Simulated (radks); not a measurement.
Question: Os3+, configuration [Xe] 4f14 5d5 (the NIST ground configuration). Calculated with a radial shooting solver on a logarithmic mesh with Libxc functionals: Dirac Kohn-Sham, BLYP, spin-unpolarised, spherical densities, finite nucleus; open shells fill j = l - 1/2 first; Fermi nuclear charge, rms radius 5.4126 fm.

Spin-orbit splittings of the eigenvalues, e(l+1/2) - e(l-1/2), with zeta = 2 splitting/(2l+1) and mean radii in bohr:

shell  occ.  splitting (eV)  zeta (eV)  <r> j=l-1/2  <r> j=l+1/2
2p        6            1532       1021      0.06130      0.06949
3p        6           334.0      222.7       0.1835       0.1986
3d       10           72.35      28.94       0.1734       0.1781
4p        6           78.49      52.33       0.4357       0.4693
4d       10           14.54      5.815       0.4825       0.4938
4f       14           2.808     0.8023       0.5521       0.5602
5p        6           12.41      8.274        1.094        1.190
5d        5           1.256     0.5025        1.595        1.642
6p        0               ?          ?        2.861        3.057

Estimate the 6p splitting.

Answer: 1.703 eV (zeta = 1.135 eV).
